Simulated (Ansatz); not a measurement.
`[OH][GaH][SiH2]F` + `N[SiH3]` → `F[SiH2]N[SiH3]` + `[OH][GaH2]` at 298.15 K and 1 bar (cleavage of the Si–Ga bond).

Computed with Ansatz on PBE0-D4/def2-TZVP structures; ΔE is electronic, products minus reactants. CCSD(T)/CBS is the MP2 limit (def2-TZVPP, def2-QZVPP) plus CCSD(T) − MP2 in def2-TZVPP, frozen cores. This one scheme is used for every species. For Ga outer-core shells are correlated without core-valence functions, which leaves a few kJ/mol of doubt a bond. Scalar relativity is left out up to krypton. One conformer a species, not always the lowest.

| species | CCSD(T)/CBS energy (Eh) | H − E (kJ/mol) | S (J/(mol·K)) |
| --- | --- | --- | --- |
| `[OH][GaH][SiH2]F` | -2390.47364 | 127.0 | 352.3 |
| `N[SiH3]` | -346.80422 | 145.7 | 264.3 |
| `F[SiH2]N[SiH3]` | -736.37696 | 182.7 | 339.7 |
| `[OH][GaH2]` | -2000.92981 | 82.7 | 263.1 |

H − E and S are ideal-gas, rigid-rotor, harmonic terms from PBE0-D4/def2-TZVP, for one conformer and one mirror image of each species. 1 Eh = 2625.50 kJ/mol, R = 8.31446 J/(mol·K).

Q: By hand: ΔE, ΔH, ΔS and ΔG.

A: ΔE = (-736.37696) + (-2000.92981) − (-2390.47364) − (-346.80422) = -0.02891 Eh = -75.9 kJ/mol. Δ(H − E) = 182.7 + 82.7 − 127.0 − 145.7 = -7.3, so ΔH = -83.2 kJ/mol. ΔS = 339.7 + 263.1 − 352.3 − 264.3 = -13.8 J/(mol·K). ΔG = -83.2 − 298.15 × (-13.8)/1000 = -79.1 kJ/mol.

Q: By hand: the equilibrium constant, and the temperature at which ΔG would vanish if ΔH and ΔS stayed fixed.

A: log₁₀ K = −ΔG/(RT ln 10) = 13.9. ΔG = 0 at ΔH/ΔS = 6029 K, far beyond where these terms or the molecules hold.

The number of gas molecules stays the same, so ΔS is small and ΔH decides. A doubt of 5 kJ/mol in ΔE shifts log₁₀ K by 0.9 here. Other conformers and mirror images would add mixing entropy, several J/(mol·K) or more a flexible species. Modes under 60 cm⁻¹, often nearly free rotors, make the harmonic entropy too high. These are equilibria of isolated gas molecules and say nothing of rates. Largest T1 diagnostic: 0.015 (customary marks: 0.02 for closed shells, 0.045 for open ones).
